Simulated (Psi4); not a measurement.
Pair of molecules: CH4O (SMILES CO) (first 6 atoms) with GeH4 (SMILES [GeH4]); geometry from B3LYP-D3(BJ)/def2-TZVP, rigid monomers moved along the line of their centres of mass till O2···Ge7 is 5.72 Å.
(charge 0, multiplicity 1):
```xyz
11

C      0.35854     0.16299    -0.04924
O      0.30317    -1.01431     0.74659
H      0.23728    -0.05768    -1.11469
H      1.34422     0.59901     0.10437
H     -0.39574     0.89757     0.25229
H     -0.56022    -1.42440     0.63417
Ge    -0.39165     0.46583     6.23167
H     -0.19676    -1.05062     6.34169
H     -1.62656     0.78113     5.37263
H      0.85028     1.13263     5.62866
H     -0.63083     1.04193     7.64162
```

Calculation: SAPT0/aug-cc-pVDZ (Psi4).

Q: Which attractive term is largest, and how does the interaction split up?

A: electrostatics -0.3, exchange 0.0, induction 0.0, dispersion -0.4, total -0.7 kJ/mol; the largest attraction is dispersion.
